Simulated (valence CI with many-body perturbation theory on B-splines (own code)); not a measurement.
Values are calculated unless marked as measured or tabulated.
## Hyperfine factors and g values of Gd LII

Method: configuration interaction combined with many-body perturbation theory (CI+MBPT): three valence electrons over a frozen Dirac-Fock core [Ne], a basis of 11 s, 11 p, 9 d, 7 f, 5 g, 2 h, 1 i functions for each j, with the one-electron correlation potential Σ1 (screened to all orders), the two-electron term Σ2, the three-electron term Σ3, Breit, model QED; selected single and double excitations, second order for the rest (own B-spline code, finite nucleus).

No measured spectrum was set against this ion. As an estimate, large intervals hold to a few tenths of a per cent, small ones and those within an open d or f shell to about a per cent.

A/g_I is the dipole constant over the nuclear g factor μ/I (μ in nuclear magnetons, uniformly magnetised nucleus), B/Q the quadrupole constant per barn. Both hold the static response of the core; the bare values leave it out. Large factors of s and p1/2 electrons are usually good to 5 to 10 %; those of open d and f shells near neutrality can be off by tens of per cent, and small factors of p3/2, d and f electrons come from cancelling terms and can be off by a factor of two or in sign, in half-filled shells by more. B is blank for J = 1/2, where it vanishes, and for nearly pure S terms. Energies count from the lowest level.

Levels are named by their leading jj configuration (3d3/2^4 stands for four electrons in 3d with j = 3/2), which in mixed levels can hold well under half, so a name can repeat and another be missing. Letters in brackets count levels of one name in rising energy.

| Level | E (eV) | g | A/g_I (MHz) | A/g_I bare | B/Q (MHz/b) | B/Q bare |
| --- | --- | --- | --- | --- | --- | --- |
| (3s^2 3p1/2) J=1/2 | 0.00 | 0.653 | 975000 | 955000 |  |  |
| (3s 3p1/2^2) J=1/2 | 132.67 | 2.182 | 2940000 | 2880000 |  |  |
| (3s^2 3p3/2) J=3/2 | 182.95 | 1.324 | 134000 | 133000 | 257000 | 253000 |
| (3s 3p1/2 3p3/2) J=3/2 [a] | 291.70 | 1.646 | 712000 | 700000 | 208000 | 205000 |
| (3s 3p1/2 3p3/2) J=5/2 | 306.30 | 1.350 | 856000 | 840000 | 184000 | 182000 |
| (3s 3p1/2 3p3/2) J=3/2 [b] | 324.86 | 0.956 | 61500 | 62900 | 152000 | 150000 |
| (3s 3p1/2 3p3/2) J=1/2 | 333.29 | 1.231 | -1010000 | -977000 |  |  |
| (3s^2 3d3/2) J=3/2 | 376.43 | 0.830 | 37800 | 40200 | 49800 | 50900 |
| (3s^2 3d5/2) J=5/2 | 410.65 | 1.213 | 67500 | 68600 | 36600 | 38400 |
| (3p1/2^2 3p3/2) J=3/2 | 456.99 | 1.191 | 90600 | 92800 | 200000 | 197000 |
| (3s 3p1/2 3d3/2) J=3/2 [a] | 470.77 | 0.592 | -201000 | -194000 | 77500 | 77700 |
| (3s 3p1/2 3d3/2) J=5/2 | 481.46 | 1.034 | 803000 | 786000 | 7790 | 9650 |
| (3s 3p3/2^2) J=5/2 | 487.00 | 1.408 | 696000 | 683000 | 93800 | 92400 |
| (3s 3p1/2 3d3/2) J=1/2 | 503.14 | 0.379 | -1190000 | -1160000 |  |  |
| (3s 3p1/2 3d3/2) J=3/2 [b] | 506.70 | 1.305 | 704000 | 691000 | 39900 | 39800 |
| (3s 3p3/2^2) J=1/2 | 516.65 | 1.893 | 3020000 | 2950000 |  |  |
| (3s 3p3/2^2) J=3/2 | 522.35 | 1.196 | -437000 | -422000 | -55900 | -55100 |
| (3s 3p1/2 3d5/2) J=5/2 [a] | 523.86 | 1.350 | 285000 | 282000 | 46400 | 48000 |
| (3s 3p1/2 3d5/2) J=7/2 | 534.05 | 1.246 | 580000 | 569000 | 1160 | 3680 |
| (3s 3p1/2 3d5/2) J=5/2 [b] | 543.20 | 1.046 | 26900 | 29200 | 61000 | 62000 |
| (3s 3p1/2 3d5/2) J=3/2 | 547.72 | 1.122 | -572000 | -555000 | 16100 | 17400 |
| (3p1/2^2 3d3/2) J=3/2 | 632.77 | 0.769 | 74000 | 73900 | 41000 | 42500 |
| (3p1/2 3p3/2^2) J=5/2 | 635.14 | 1.156 | 363000 | 358000 | 40800 | 40500 |
| (3p1/2 3p3/2^2) J=3/2 | 639.08 | 1.391 | -12900 | -6740 | 28000 | 27600 |
| (3p1/2 3p3/2^2) J=1/2 | 651.66 | 0.681 | 1050000 | 1020000 |  |  |
| (3s 3p3/2 3d3/2) J=3/2 [a] | 665.68 | 1.314 | 404000 | 399000 | -8770 | -9850 |
| (3s 3p3/2 3d3/2) J=1/2 [a] | 666.94 | 2.254 | 1340000 | 1320000 |  |  |
| (3s 3p3/2 3d3/2) J=5/2 [a] | 667.42 | 1.249 | 366000 | 362000 | 82000 | 80300 |
| (3s 3p3/2 3d3/2) J=7/2 | 670.61 | 1.261 | 497000 | 489000 | 236000 | 233000 |
| (3p1/2^2 3d5/2) J=5/2 | 685.27 | 1.194 | 23500 | 27200 | 34800 | 36800 |
| (3s 3p3/2 3d5/2) J=9/2 | 690.20 | 1.324 | 396000 | 390000 | 315000 | 313000 |
| (3s 3p3/2 3d3/2) J=3/2 [b] | 691.87 | 0.989 | 54900 | 56700 | -139000 | -137000 |
| (3s 3p3/2 3d3/2) J=5/2 [b] | 705.79 | 0.991 | -73100 | -67900 | 161000 | 160000 |
| (3s 3p3/2 3d3/2) J=1/2 [b] | 709.52 | 0.608 | 424000 | 416000 |  |  |
| (3s 3p3/2 3d5/2) J=5/2 [a] | 710.02 | 1.295 | 552000 | 542000 | -122000 | -119000 |
| (3s 3p3/2 3d5/2) J=7/2 [a] | 718.64 | 1.211 | 216000 | 214000 | 213000 | 212000 |
| (3s 3p3/2 3d5/2) J=3/2 [a] | 720.06 | 1.163 | -196000 | -187000 | -132000 | -131000 |
| (3s 3p3/2 3d5/2) J=7/2 [b] | 733.55 | 1.197 | 34800 | 37400 | 165000 | 165000 |
| (3s 3p3/2 3d5/2) J=1/2 | 742.47 | 0.693 | -774000 | -754000 |  |  |
| (3s 3p3/2 3d5/2) J=3/2 [b] | 750.56 | 1.303 | 699000 | 685000 | 80000 | 80100 |

(1) Take the isotope of mass number 155, with I = 3/2, μ = -0.2591 μN and Q = 1.27 b. What is the hyperfine structure of (3s 3p1/2 3p3/2) J=3/2 [a]?

## Answers

(1) From the table A = -123000 MHz, B = 264000 MHz. Shifts from the centre of gravity in MHz: F = 0: 791000, F = 1: 404000, F = 2: -106000, F = 3: -211000.
